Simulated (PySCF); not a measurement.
## Correlation energy of Be (beryllium, neutral)

[He] 2s1 3d1, high-spin 3D determinant (an excited configuration). Computed with PySCF 2.14 in aug-cc-pCVTZ, with no relativity, point nucleus. Frozen: nothing; 4 electrons correlated.

| level | correlation energy (mhartree) |
| --- | --- |
| CCSD | -51.03 |
| (T) | -0.13 |
| CCSD(T) | -51.16 |

Diagnostics: T1 = 0.0041, D1 = 0.0091, largest double amplitude 0.108.

The outer electron is Rydberg-like, and this basis confines it to a smaller radius and binds it less than a complete one would.

Cost of the coupled-cluster step: about 6 core-seconds, for 4 correlated electrons.

Iterations:

```
CC2 = 0
CCSD nocc = (np.int64(3), np.int64(1)), nmo = (59, 59)
frozen orbitals [[], []]
max_cycle = 100
direct = 0
conv_tol = 1e-08
conv_tol_normt = 1e-06
diis_space = 8
diis_start_cycle = 0
Init t2, MP2 energy = -0.0433044404151421
Init E_corr(UCCSD) = -0.0433044404152003
cycle = 1  E_corr(UCCSD) = -0.0480094322334063  dE = -0.00470499182  norm(t1,t2) = 0.0354179
cycle = 2  E_corr(UCCSD) = -0.0491937918566212  dE = -0.00118435962  norm(t1,t2) = 0.0229859
cycle = 3  E_corr(UCCSD) = -0.0507712821961383  dE = -0.00157749034  norm(t1,t2) = 0.0167147
cycle = 4  E_corr(UCCSD) = -0.0508922694508796  dE = -0.000120987255  norm(t1,t2) = 0.00695529
cycle = 5  E_corr(UCCSD) = -0.0510701002870749  dE = -0.000177830836  norm(t1,t2) = 0.00210408
cycle = 6  E_corr(UCCSD) = -0.050980720962045  dE = 8.9379325e-05  norm(t1,t2) = 0.00108387
cycle = 7  E_corr(UCCSD) = -0.0510355608470955  dE = -5.48398851e-05  norm(t1,t2) = 0.000329551
cycle = 8  E_corr(UCCSD) = -0.0510259138906437  dE = 9.64695645e-06  norm(t1,t2) = 7.51133e-05
cycle = 9  E_corr(UCCSD) = -0.0510270660686303  dE = -1.15217799e-06  norm(t1,t2) = 1.24948e-05
cycle = 10  E_corr(UCCSD) = -0.0510269986985885  dE = 6.73700418e-08  norm(t1,t2) = 1.19913e-06
cycle = 11  E_corr(UCCSD) = -0.0510270188494079  dE = -2.01508194e-08  norm(t1,t2) = 1.89301e-07
cycle = 12  E_corr(UCCSD) = -0.051027020052177  dE = -1.20276909e-09  norm(t1,t2) = 4.01665e-08
UCCSD converged
E(UCCSD) = -14.33125327534514  E_corr = -0.05102702005217703
UCCSD(T) correction = -0.000132586968101705
```
